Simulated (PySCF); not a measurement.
## C₆ coefficients of unlike pairs at revPBE

Calculated with PySCF 2.14 from the dipole response of each species, C₆(A,B) = (3/π) ∫ α_A(iu) α_B(iu) du, in atomic units, from isotropic polarisabilities. For ions this is the dispersion term alone; charge-induced terms of lower order in 1/R come first.

```json
{"species": "Tc⁺", "configuration": "[Kr] 4d5 5s1 (7S)", "basis": "dyall-av2z (22s15p11d2f)", "relativity": "none", "α (bohr³)": "38.09", "C₆ (like pair)": "277.6"}
{"species": "Be", "configuration": "[He] 2s2 (1S)", "basis": "def2-TZVPPD (5s4p1d)", "relativity": "none", "α (bohr³)": "42.91", "C₆ (like pair)": "257.0"}
{"species": "F²⁺", "configuration": "[He] 2s2 2p3 (4S)", "basis": "dyall-av3z (15s9p3d2f)", "relativity": "none", "α (bohr³)": "1.254", "C₆ (like pair)": "1.598"}
{"species": "C", "configuration": "[He] 2s2 2p2 (3P)", "basis": "x2c-TZVPPall with one added diffuse shell each of s, p, d type (6s4p3d1f)", "relativity": "spin-free X2C", "α (bohr³)": "13.34", "C₆ (like pair)": "54.39"}
```

Problem. Estimate C₆ for F²⁺ with Be.

Solution. The integral gives 13.18. The combination rule 2 C_A C_B / (C_A α_B/α_A + C_B α_A/α_B) gives 13.21 and the geometric mean 20.27.

No spin-orbit coupling is included.

The other pairs:

| pair | C₆ |
| --- | --- |
| F²⁺, Tc⁺ | 17.29 |
| C, Be | 109.0 |
| C, Tc⁺ | 121.0 |
| C, F²⁺ | 7.974 |
| Be, Tc⁺ | 257.9 |
